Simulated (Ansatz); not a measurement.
```xyz
9

C     0.0000   -0.4541   -0.1192
C     0.0000   -0.4673    1.2146
C     0.0000    0.7691   -0.9750
H     0.0000   -1.4146   -0.6513
H     0.0000   -1.4047    1.7771
H     0.0000    0.4612    1.7958
H     0.0000    1.6890   -0.3718
H     0.8829    0.7916   -1.6359
H    -0.8829    0.7916   -1.6359
```

Basis set: 6-31G* (spherical functions). Frozen core: 3 orbitals. Charge 0, multiplicity 1.

Computed with Ansatz (development build ahead of 0.2.0); each method stands on the lowest determinant of its kind that the runs found. Restricted open shells among the atoms or ions are ROHF, correlated in semicanonical orbitals with singles.

(1) Give the atomization energy at this shape (free ground-state atoms in the same class of orbitals less the molecule, no zero-point energy) of singlet C3H6 by RHF-MP2, RHF.

Answers

(1)

```json
{"method": "RHF-MP2", "atomization energy": "795.69 kcal/mol"}
{"method": "RHF", "atomization energy": "658.45 kcal/mol"}
```
